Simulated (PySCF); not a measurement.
Input for PySCF: R-B3LYP/LANL2DZ on CH4OSe (SMILES CO[SeH]), a point of a torsion scan.

```python
from pyscf import gto, scf, dft, mp
from pyscf.data.elements import chemcore

mol = gto.M(
    atom='''
    C    -0.84648298   -0.17373936    0.06973095
    O     0.16262070    0.71069726   -0.37170507
    Se    0.84519954    0.54581863   -2.04292321
    H    -1.12888462   -0.90902869   -0.68588368
    H    -1.72723871    0.41137203    0.34308022
    H    -0.47834004   -0.70429618    0.95151746
    H     1.90490183   -0.41422462   -1.71083669
    ''',
    basis='lanl2dz',
    ecp={'Se': 'lanl2dz'},
    charge=0, spin=0, verbose=3, max_memory=1800)
mf = dft.RKS(mol, xc='b3lyp')
mf.conv_tol = 1e-8
mf.max_cycle = 100
mf.kernel()
if not mf.converged:
    mf = mf.newton().run(mf.mo_coeff, mf.mo_occ)
```

### Question
What total energy does the run end on?

### Answer
-124.8904 hartree.
